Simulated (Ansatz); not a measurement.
Reaction (hydrogenolysis of the Si–F bond): `F[SiH2]C1=C[SiH2]1` + H₂ → `[SiH3]C1=C[SiH2]1` + H–F

Calculated with Ansatz (gas phase, PBE0-D4/def2-TZVP geometries, no zero-point term in ΔE). CBS: MP2 limit from def2 TZ/QZ plus the TZ coupled-cluster correction, frozen cores. This one scheme is used for every species. DFT in def2-TZVPP. B3LYP here is the variant with VWN-RPA as its local correlation; programs differ in this. One conformer a species, not always the lowest.

`F[SiH2]C1=C[SiH2]1`:

```xyz
10

F    -0.895   -0.037   -2.523
Si    0.412    0.320   -1.675
C     0.090   -0.058    0.091
C     0.724   -0.539    1.166
Si   -0.970   -0.090    1.582
H     0.675    1.770   -1.838
H     1.533   -0.486   -2.220
H     1.724   -0.912    1.354
H    -1.274    1.152    2.328
H    -2.019   -1.121    1.735
```

H₂:

```xyz
2

H     0.032   -0.121   -0.351
H    -0.032    0.121    0.351
```

`[SiH3]C1=C[SiH2]1`:

Z-matrix (Å, degrees):
```
Si
C 1 1.845
H 1 1.488 2 111.4
H 1 1.486 2 109.1 3 120.7
H 1 1.486 2 109.1 3 -120.7
C 2 1.336 1 139.4 3 -0.0
Si 2 1.828 1 153.3 3 -179.9
H 6 1.084 2 134.5 1 0.0
H 7 1.481 2 121.0 1 -75.6
H 7 1.481 2 121.0 1 75.5
```

H–F:

Cartesian coordinates in Å:
```
F -0.213 -0.008 -0.408
H 0.213 0.008 0.408
```

Is it downhill or uphill in electronic energy at CCSD(T)/CBS, and by how much? (Best estimate.)

Ansatz gave: Uphill: ΔE = +112.9 kJ/mol.

What do these levels give: PBE-D4, r2SCAN-D4, B3LYP-D4, ωB97M-V, B2PLYP, PBE, B3LYP, HF/def2-TZVPP, MP2/def2-TZVPP, CCSD/def2-TZVPP, CCSD(T)/def2-TZVPP, HF/def2-QZVPP? (Estimate.)

Ansatz gave: PBE-D4 106.1, r2SCAN-D4 119.3, B3LYP-D4 116.1, ωB97M-V 116.0, B2PLYP 116.4, PBE 105.2, B3LYP 114.6, HF/def2-TZVPP 116.0, MP2/def2-TZVPP 115.5, CCSD/def2-TZVPP 110.2, CCSD(T)/def2-TZVPP 110.8, HF/def2-QZVPP 118.1 kJ/mol.

Largest T1 diagnostic among the species: 0.013.
